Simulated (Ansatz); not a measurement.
Total energies of SbMe2Cl (C2H6ClSb) from Ansatz at PBE0-D4/def2-TZVP, gas phase (1 Eh = 27.2114 eV = 2625.5 kJ/mol). The reference geometry is relaxed at PBE-D4/def2-SVP.

```tsv
state	geometry	energy (Eh)
charge 0 singlet	reference	-780.12404
charge 1 doublet	reference	-779.79149
free Sb atom (quartet)	–	-240.22283
free C atom (triplet)	–	-37.80537
free H atom (doublet)	–	-0.50104
free Cl atom (doublet)	–	-459.99739
```

In the def2 sets Sb takes a core potential; there is no spin–orbit coupling.

Problem. Work out the vertical ionisation energy to the doublet.

Solution. E(charge 1 doublet) − E(charge 0 singlet) = -779.79149 − (-780.12404) = 0.33255 Eh = 9.05 eV. For comparison, −ε of the highest occupied level is 7.12 eV at this level, 1.93 eV less.

Problem. What is the binding energy per atom against free atoms?

Solution. Atoms: 1 × (-240.22283) + 2 × (-37.80537) + 6 × (-0.50104) + 1 × (-459.99739) = -778.83720 Eh. Binding: -778.83720 − (-780.12404) = 1.28684 Eh = 35.02 eV, or 3.50 eV for each of 10 atoms (no zero-point energy, no counterpoise term).
